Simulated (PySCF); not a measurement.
CH11NOSi3, SMILES N[SiH2]OC([SiH3])[SiH3].

Geometry: PBE-D3(BJ)/def2-SVP. The structure was generated by enumeration, and PubChem lists no compound with its InChIKey, so it may never have been made. One conformer was computed; it need not be the lowest.

The numbers are results of PBE-D3(BJ)/def2-SVP in PySCF, not measurements.

Frequencies are harmonic and unscaled.

```csv
mode,ν (cm⁻¹),IR (km/mol),moving atoms (share of kinetic energy)
1,19,1.0,"Si 46 %, H 37 %, N 10 %"
2,29,0.3,"Si 32 %, N 29 %, H 19 %, O 18 %"
3,97,3.0,"O 29 %, H 27 %, N 20 %, Si 18 %"
4,130,0.2,"Si 60 %, H 24 %, N 8 %"
5,134,0.0,H 93 %
6,165,0.0,H 90 %
7,204,0.8,"H 56 %, O 22 %, Si 18 %"
8,243,6.6,"Si 45 %, H 30 %, C 19 %"
9,263,20.8,"H 64 %, O 29 %"
10,275,12.9,"H 29 %, Si 23 %, N 19 %, O 14 %, C 14 %"
11,415,224.6,"H 67 %, N 29 %"
12,502,19.9,"H 41 %, Si 35 %, C 14 %, O 9 %"
13,527,0.0,"H 81 %, Si 15 %"
14,545,26.6,"H 85 %, Si 10 %"
15,549,0.9,"H 83 %, Si 13 %"
16,615,30.0,"H 64 %, Si 22 %, O 12 %"
17,748,7.6,H 92 %
18,748,79.7,"H 42 %, C 36 %, Si 14 %"
19,770,53.0,"O 29 %, H 24 %, C 24 %, Si 18 %"
20,808,0.4,"C 47 %, H 39 %, Si 12 %"
21,846,0.6,"H 54 %, N 32 %, Si 8 %"
22,862,255.1,"H 88 %, Si 11 %"
23,874,113.7,"H 77 %, N 15 %"
24,883,456.6,"H 81 %, Si 15 %"
25,902,9.8,H 97 %
26,907,31.7,H 96 %
27,912,17.9,H 97 %
28,914,118.1,H 89 %
29,918,89.2,"H 62 %, Si 26 %, N 11 %"
30,922,76.1,"H 91 %, Si 9 %"
31,1018,21.8,"H 69 %, C 28 %"
32,1030,192.5,"O 53 %, C 35 %, H 9 %"
33,1255,11.4,"H 84 %, C 13 %"
34,1495,40.6,"H 89 %, N 10 %"
35,2149,51.1,H 98 %
36,2156,99.2,H 98 %
37,2161,38.5,H 96 %
38,2163,79.6,H 98 %
39,2168,194.1,H 96 %
40,2170,103.4,H 96 %
41,2177,11.7,H 96 %
42,2182,167.2,H 96 %
43,2899,12.9,H 92 %
44,3495,31.7,H 96 %
45,3590,29.9,"H 91 %, N 9 %"
```
